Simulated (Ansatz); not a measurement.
Input file for Ansatz (a first-principles code): R-HF/def2-TZVPP on BH5N (SMILES B[NH3+]). Charge +1.

Ansatz 0.2 input:
```yaml
crystal:
  periodic: [false, false, false]
  atoms:
    - {symbol: B, position_ang: [0.91348346, 0.10889451, 0.01122046]}
    - {symbol: N, position_ang: [-0.62596574, -0.07721549, -0.02139125]}
    - {symbol: H, position_ang: [1.53833383, -0.86312171, 0.23320618]}
    - {symbol: H, position_ang: [1.29620568, 1.20844948, -0.15917235]}
    - {symbol: H, position_ang: [-0.99330516, 0.06042127, 0.93194215]}
    - {symbol: H, position_ang: [-0.91834673, -1.01849351, -0.30205789]}
    - {symbol: H, position_ang: [-1.10854478, 0.60878038, -0.61028160]}
basis:
  gaussian:
    orbitals: def2-TZVPP
hamiltonian:
  xc: {name: HF}
total_charge: 1
accuracy: high
relax: {f_tol: 0.0005, max_steps: 60}
scf: {lower_state_search: off}
output: {forces: true}
```

Output:

```
Functional definition: HF
[...]
these checks for a lower state are left out or cut short: stability, starts, cluster_reference, orbital_swaps, neighbouring_geometries, increment
integrals: 0.25 GiB planned
2539 factors; integrals over basis functions are off by at most 2.0e-9 eV
mean field: 0.39 GiB planned
mean field evaluation 1: about -2223.0805 eV, gradient 4.5e1 eV
mean field evaluation 2: about -2223.0806 eV, gradient 4.5e1 eV
mean field evaluation 4: about -2226.9721 eV, gradient 2.4e0 eV
mean field evaluation 8: about -2226.9978 eV, gradient 3.6e-5 eV
mean field -2226.99780582 eV, -81.8406598505 hartree, gradient 1.2e-8 eV, S^2 0.000000; 0 other end points of the search recorded, 0 dependent functions left out
the calculation of the forces begins
reference -2226.99780582 eV, -81.8406598505 hartree; 8, 8 occupied and 124, 124 virtual orbitals, 2539 factors
relax step   1: F+E_penalty+E_count = -2226.99780582 eV  Δ(F+E_penalty+E_count) = +0.000e0 eV  max|allowed force component| = 7.832e-1 eV/Å  Δτ_max = 0.0000 Å  (21 SCF iters, accepted)
these checks for a lower state are left out or cut short: stability, starts, cluster_reference, orbital_swaps, neighbouring_geometries, increment
integrals: 0.25 GiB planned
2539 factors; integrals over basis functions are off by at most 2.0e-9 eV
mean field: 0.39 GiB planned
mean field evaluation 16: about -2227.0153 eV, gradient 2.6e-7 eV
mean field -2227.01532109 eV, -81.8413035248 hartree, gradient 1.6e-8 eV, S^2 0.000000; 0 other end points of the search recorded, 0 dependent functions left out
the calculation of the forces begins
reference -2227.01532109 eV, -81.8413035248 hartree; 8, 8 occupied and 124, 124 virtual orbitals, 2539 factors
relax step   2: F+E_penalty+E_count = -2227.01532109 eV  Δ(F+E_penalty+E_count) = -1.752e-2 eV  max|allowed force component| = 2.438e-1 eV/Å  Δτ_max = 0.0127 Å  (21 SCF iters, accepted)
these checks for a lower state are left out or cut short: stability, starts, cluster_reference, orbital_swaps, neighbouring_geometries, increment
integrals: 0.25 GiB planned
2539 factors; integrals over basis functions are off by at most 2.0e-9 eV
mean field: 0.39 GiB planned
mean field -2227.01638603 eV, -81.8413426607 hartree, gradient 1.5e-8 eV, S^2 0.000000; 0 other end points of the search recorded, 0 dependent functions left out
the calculation of the forces begins
reference -2227.01638603 eV, -81.8413426607 hartree; 8, 8 occupied and 124, 124 virtual orbitals, 2539 factors
relax step   3: F+E_penalty+E_count = -2227.01638603 eV  Δ(F+E_penalty+E_count) = -1.065e-3 eV  max|allowed force component| = 3.571e-2 eV/Å  Δτ_max = 0.0041 Å  (22 SCF iters, accepted)
these checks for a lower state are left out or cut short: stability, starts, cluster_reference, orbital_swaps, neighbouring_geometries, increment
integrals: 0.25 GiB planned
2539 factors; integrals over basis functions are off by at most 2.0e-9 eV
mean field: 0.39 GiB planned
mean field evaluation 32: about -2227.0164 eV, gradient 3.6e-5 eV
mean field -2227.01638307 eV, -81.8413425519 hartree, gradient 1.3e-8 eV, S^2 0.000000; 0 other end points of the search recorded, 0 dependent functions left out
the calculation of the forces begins
reference -2227.01638307 eV, -81.8413425519 hartree; 8, 8 occupied and 124, 124 virtual orbitals, 2539 factors
relax step   4: F+E_penalty+E_count = -2227.01638307 eV  Δ(F+E_penalty+E_count) = +2.959e-6 eV  max|allowed force component| = 2.950e-2 eV/Å  Δτ_max = 0.0026 Å  (17 SCF iters, rejected (line search))
these checks for a lower state are left out or cut short: stability, starts, cluster_reference, orbital_swaps, neighbouring_geometries, increment
integrals: 0.25 GiB planned
2539 factors; integrals over basis functions are off by at most 2.0e-9 eV
mean field: 0.39 GiB planned
mean field -2227.01642358 eV, -81.8413440407 hartree, gradient 1.6e-8 eV, S^2 0.000000; 0 other end points of the search recorded, 0 dependent functions left out
the calculation of the forces begins
reference -2227.01642358 eV, -81.8413440407 hartree; 8, 8 occupied and 124, 124 virtual orbitals, 2539 factors
relax step   5: F+E_penalty+E_count = -2227.01642358 eV  Δ(F+E_penalty+E_count) = -3.755e-5 eV  max|allowed force component| = 7.097e-3 eV/Å  Δτ_max = 0.0009 Å  (16 SCF iters, accepted)
these checks for a lower state are left out or cut short: stability, starts, cluster_reference, orbital_swaps, neighbouring_geometries, increment
integrals: 0.25 GiB planned
2539 factors; integrals over basis functions are off by at most 2.0e-9 eV
mean field: 0.39 GiB planned
mean field -2227.01642605 eV, -81.8413441313 hartree, gradient 2.7e-8 eV, S^2 0.000000; 0 other end points of the search recorded, 0 dependent functions left out
the calculation of the forces begins
reference -2227.01642605 eV, -81.8413441313 hartree; 8, 8 occupied and 124, 124 virtual orbitals, 2539 factors
relax step   6: F+E_penalty+E_count = -2227.01642605 eV  Δ(F+E_penalty+E_count) = -2.467e-6 eV  max|allowed force component| = 3.374e-3 eV/Å  Δτ_max = 0.0004 Å  (15 SCF iters, accepted)
these checks for a lower state are left out or cut short: stability, starts, cluster_reference, orbital_swaps, neighbouring_geometries, increment
integrals: 0.25 GiB planned
2539 factors; integrals over basis functions are off by at most 2.0e-9 eV
mean field: 0.39 GiB planned
mean field -2227.01642665 eV, -81.8413441533 hartree, gradient 2.6e-8 eV, S^2 0.000000; 0 other end points of the search recorded, 0 dependent functions left out
the calculation of the forces begins
reference -2227.01642665 eV, -81.8413441533 hartree; 8, 8 occupied and 124, 124 virtual orbitals, 2539 factors
relax step   7: F+E_penalty+E_count = -2227.01642665 eV  Δ(F+E_penalty+E_count) = -5.974e-7 eV  max|allowed force component| = 4.017e-4 eV/Å  Δτ_max = 0.0002 Å  (14 SCF iters, accepted)
Total energy: -2227.01642665 eV, -81.8413441533 hartree
Atom 0 at     0.909959     0.108589     0.011784 Å, force     0.000402     0.000048     0.000006 eV/Å
Atom 1 at    -0.630801    -0.076931    -0.016908 Å, force    -0.000182    -0.000040    -0.000101 eV/Å
Atom 2 at     1.536056    -0.858538     0.229981 Å, force    -0.000054    -0.000064     0.000036 eV/Å
Atom 3 at     1.295144     1.202627    -0.160427 Å, force    -0.000069     0.000059     0.000012 eV/Å
Atom 4 at    -0.995499     0.057857     0.919760 Å, force     0.000031    -0.000014    -0.000095 eV/Å
Atom 5 at    -0.912941    -1.003394    -0.298748 Å, force    -0.000070     0.000055     0.000061 eV/Å
Atom 6 at    -1.100056     0.597504    -0.601976 Å, force    -0.000058    -0.000044     0.000080 eV/Å
Dipole moment:    -0.450464    -0.051611     0.005492 e Å
Checks for a lower state left out: stability, starts, cluster_reference, orbital_swaps, neighbouring_geometries, increment
```

The calculation finished and met its thresholds.

Cost: roughly 40 core-seconds.
